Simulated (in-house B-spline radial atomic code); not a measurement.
Successive ionisation energies of technetium; each step leads to the configuration of the next row (after the last: [Ar] 3d10 4s2 4p1/2(2) 4p3/2(1)). Dirac energy differences include first-order Breit, QED and recoil terms. NIST's values go from ground level to ground level; the uncertainty of those that are theory runs from under 0.1 % in few-electron ions to several per cent in heavy many-electron ones. Computed with an all-electron radial atomic-structure program (B-spline basis): Dirac-Hartree-Fock, jj configuration that fills j = l - 1/2 first, finite nuclei.

A number in brackets counts the electrons of a j subshell.

```
 ion                    configuration  ionisation energy (eV)  tabulated value (eV)    tabulated kind  computed minus tabulated (eV)  highest orbital  largest mean radius (bohr)
  Tc       [Kr] 4d3/2(4) 4d5/2(1) 5s2                    6.37               7.11938          measured                          -0.75            5s1/2                      3.5384
 Tc+       [Kr] 4d3/2(4) 4d5/2(1) 5s1                   13.48                 15.26    semi-empirical                          -1.78            5s1/2                      3.1924
Tc2+           [Kr] 4d3/2(4) 4d5/2(1)                       ?                     ?    semi-empirical                              ?                ?                           ?
Tc3+                    [Kr] 4d3/2(4)                   41.06                    41  tabulated theory                           0.06            4d3/2                      1.5069
Tc4+                    [Kr] 4d3/2(3)                   55.69                    57  tabulated theory                          -1.31            4d3/2                      1.4342
Tc5+                    [Kr] 4d3/2(2)                       ?                     ?  tabulated theory                              ?                ?                           ?
Tc6+                    [Kr] 4d3/2(1)                   87.92                    88  tabulated theory                          -0.08            4d3/2                       1.322
Tc7+                [Ar] 3d10 4s2 4p6                       ?                     ?  tabulated theory                              ?                ?                           ?
Tc8+  [Ar] 3d10 4s2 4p1/2(2) 4p3/2(3)                  170.37                   169  tabulated theory                           1.37            4p3/2                      1.0791
Tc9+  [Ar] 3d10 4s2 4p1/2(2) 4p3/2(2)                  191.43                 189.9  tabulated theory                           1.53            4p3/2                      1.0592
```

Question: Fill in the row of Tc2+.

Answer: ionisation energy (eV): 26.64; tabulated value (eV): 29.55; computed minus tabulated (eV): -2.91; highest orbital: 4d5/2; largest mean radius (bohr): 1.6198.

Question: Fill in the row of Tc5+.

Answer: ionisation energy (eV): 71.34; tabulated value (eV): 72; computed minus tabulated (eV): -0.66; highest orbital: 4d3/2; largest mean radius (bohr): 1.3739.

Question: Fill in the row of Tc7+.

Answer: ionisation energy (eV): 149.92; tabulated value (eV): 150; computed minus tabulated (eV): -0.08; highest orbital: 4p3/2; largest mean radius (bohr): 1.1009.

Question: Where is the largest jump?

Answer: From Tc to Tc+, by a factor of 2.12 (6.3714 to 13.479 eV); the highest orbital goes from 5s1/2 to 5s1/2.

Question: How far is this level of theory from the measured and semi-empirical values?

Answer: Over those 3 rows the differences run from -2.91 to -0.748 eV (mean absolute value 1.8 eV). The calculation leaves out correlation and, in open shells, the multiplet splittings that an average leaves out.
